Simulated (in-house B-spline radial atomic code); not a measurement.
Configurations of Tc, with energies counted from [Kr] 4d5 5s2. Computed with an all-electron radial atomic-structure program (B-spline basis): scalar-relativistic (X2C) LDA PW92, spin-polarised, spherical fractional occupations, Fermi nucleus of rms radius 4.41117 fm. Shells without spins written out take the highest spin.

Occupations are held fixed; configurations that lie above the ionisation limit could autoionise.

```csv
configuration,E - E(ref) (eV),highest orbital,its <r> (bohr)
"[Kr] 4d(3 up, 2 down) 5s2",3.5194,5s down,3.3
[Kr] 4d4 5s2 6s1,10.151,6s up,8.147
[Kr] 4d4 4f1 5s2,11.911,4f up,16.72
[Ar] 3d10 4s2 4p5 4d6 5s2,38.579,5s down,3.377
[Ar] 3d10 4s2 4p5 4d5 5s2 5p1,43.416,5p up,3.921
[Ar] 3d10 4s2 4p5 4d5 5s2 5f1,48.376,5f up,28.44
[Ar] 3d10 4s2 4p5 4d5 5s2 6f1,48.556,6f up,42.71
```

Q: Order these further configurations by energy, lowest first.
A. [Kr] 4d(1 up, 4 down) 5s(0 up, 1 down) 6f(1 up, 0 down)
B. [Ar] 3d(5 up, 4 down) 4s2 4p6 4d(5 up, 0 down) 5s2 6s(1 up, 0 down)
C. [Ar] 3d9 4s2 4p6 4d5 5s2 5p1
D. [Ar] 3d(4 up, 5 down) 4s2 4p6 4d(3 up, 2 down) 5s2 5p(0 up, 1 down)
E. [Ar] 3d9 4s2 4p6 4d6 5s2

A: A (9.6261 eV), E (253.36 eV), C (259.26 eV), B (262.14 eV), D (264.01 eV).

Q: How far above the reference does [Ar] 3d10 4s2 4p5 4d5 5s2 6d1 lie?

A: 47.926 eV; its least bound orbital is 6d up with <r> = 17.49 bohr.

Q: How far above the reference does [Ar] 3d9 4s2 4p6 4d5 5s2 6p1 lie?

A: 262.91 eV; its least bound orbital is 6p up with <r> = 10.36 bohr.

Q: How far above the reference does [Kr] 4d(2 up, 2 down) 4f(0 up, 1 down) 5s2 lie?

A: 14.527 eV; its least bound orbital is 4f down with <r> = 16.74 bohr.
